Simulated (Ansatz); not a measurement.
Compare A (`B[SiH]1CO1`) with its isomer B (`B1CO[SiH2]1`).

Gas-phase electronic energies from Ansatz, PBE0-D4/def2-TZVP geometries. CCSD(T)/CBS adds triple-zeta CCSD(T) − MP2 to the extrapolated MP2 energy (def2 sets, frozen cores). Functionals use def2-TZVPP.

(1) Which is lower in electronic energy at CCSD(T)/CBS, and by how much? (An estimate is asked.)

(2) Give E(B) − E(A) in kcal/mol with PBE0-D4, CCSD(T)/def2-TZVPP, MP2/def2-TZVPP, PBE-D4, CCSD(T)/def2-SVP, ωB97M-V, CCSD/def2-TZVPP. (An estimate is asked.)

(3) Does the order hold for the free energy at 298.15 K (harmonic terms from PBE0-D4)? (Best estimate.)

Largest T1 diagnostic: 0.018.

Results:

(1) Computed: B, by 16.2 kcal/mol.

(2) The calculation gave: PBE0-D4 -16.0, CCSD(T)/def2-TZVPP -15.8, MP2/def2-TZVPP -16.0, PBE-D4 -12.8, CCSD(T)/def2-SVP -17.6, ωB97M-V -17.1, CCSD/def2-TZVPP -16.9. None reverses the order clearly.

(3) Computed: Yes: G(B) − G(A) = -15.6 kcal/mol.

Leaving LDA and LC-ωPBE aside and taking each functional with its dispersion term where it has one, the values, not all of them listed here, spread over 6.0 kcal/mol, from BHLYP-D4 to BLYP-D4. LDA lies −3.2 kcal/mol from PBE without D4. From BLYP to BHLYP (50 % exact exchange), in def2-TZVPP and without D4, E(B) − E(A) moves by −6.4 kcal/mol.
